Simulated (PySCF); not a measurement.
**`[C@H]1(O)C[C@@H](OC)C1`, C5H10O2**

Molfile (atoms numbered from 1):
```
C5H10O2
     RDKit          3D

 17 17  0  0  0  0  0  0  0  0999 V2000
   -2.2513    0.6700    0.8221 C   0  0  0  0  0  0  0  0  0  0  0  0
   -1.2913    0.8968   -0.1798 O   0  0  0  0  0  0  0  0  0  0  0  0
   -0.2995   -0.0928   -0.2925 C   0  0  1  0  0  0  0  0  0  0  0  0
    1.0612    0.4073   -0.7966 C   0  0  0  0  0  0  0  0  0  0  0  0
    1.7426   -0.4855    0.2612 C   0  0  1  0  0  0  0  0  0  0  0  0
    2.8088    0.0429    0.9869 O   0  0  0  0  0  0  0  0  0  0  0  0
    0.3815   -0.6482    0.9755 C   0  0  0  0  0  0  0  0  0  0  0  0
   -2.7342   -0.3068    0.6979 H   0  0  0  0  0  0  0  0  0  0  0  0
   -1.8221    0.7261    1.8276 H   0  0  0  0  0  0  0  0  0  0  0  0
   -2.9960    1.4553    0.7071 H   0  0  0  0  0  0  0  0  0  0  0  0
   -0.6842   -0.9194   -0.9107 H   0  0  0  0  0  0  0  0  0  0  0  0
    1.3005    0.2201   -1.8391 H   0  0  0  0  0  0  0  0  0  0  0  0
    1.1885    1.4663   -0.5790 H   0  0  0  0  0  0  0  0  0  0  0  0
    2.1105   -1.4245   -0.1553 H   0  0  0  0  0  0  0  0  0  0  0  0
    2.5460    0.8982    1.3477 H   0  0  0  0  0  0  0  0  0  0  0  0
    0.0990   -1.6487    1.2912 H   0  0  0  0  0  0  0  0  0  0  0  0
    0.3047    0.0349    1.8201 H   0  0  0  0  0  0  0  0  0  0  0  0
  1  2  1  0
  2  3  1  0
  3  4  1  0
  4  5  1  0
  5  6  1  0
  5  7  1  0
  7  3  1  0
  1  8  1  0
  1  9  1  0
  1 10  1  0
  3 11  1  6
  4 12  1  0
  4 13  1  0
  5 14  1  6
  6 15  1  0
  7 16  1  0
  7 17  1  0
M  END
```

Theory: PySCF 2.14.0, GIAO PBE0/pcSseg-1 magnetisability, rotational g tensor and spin-rotation constants, non-relativistic, gas phase. Geometry: GFN2-xTB, dihedral held. The dihedral C7–C3–O2–C1 is held at 315°.

Task: What are the magnetisability and the molar susceptibility?

Result: Isotropic -1116 × 10⁻³⁰ J/T², or -67.2 × 10⁻⁶ cm³/mol; principal values -1214, -1118, -1016 × 10⁻³⁰ J/T², anisotropy 172 × 10⁻³⁰ J/T² (root of half the summed squared differences of the principal values). The susceptibility is in cgs units.

Task: Split it along the inertial axes a, b, c into diamagnetic and paramagnetic parts about the centre of mass, with the quadrupole moment.

Result: 
| axis | χ (10⁻⁶ cm³/mol) | diamagnetic (10⁻⁶ cm³/mol) | paramagnetic (10⁻⁶ cm³/mol) | summed x² of all electrons (Å²) | quadrupole Θ (D Å) |
| --- | --- | --- | --- | --- | --- |
| a | -72.6 | -299.9 | 227.3 | 178.6 | -7.62 |
| b | -67.4 | -871.4 | 803.9 | 43.9 | +0.55 |
| c | -61.7 | -944.0 | 882.3 | 26.8 | +7.07 |

Anisotropies 2χaa − χbb − χcc = -16.0 and 2χbb − χaa − χcc = -0.6 × 10⁻⁶ cm³/mol. Θ is traceless in Buckingham's convention.

Task: And the rotational g tensor?

Result: 
```
axis  rotational constant (GHz)        g  nuclear part  electronic part
   a                     6.2765  -0.0047        0.6657          -0.6704
   b                     1.5433  -0.0084        0.5745          -0.5829
   c                     1.4181  -0.0140        0.5738          -0.5878
```
Asymmetric top; isotopes 12C, 1H, 16O; no vibrational averaging.
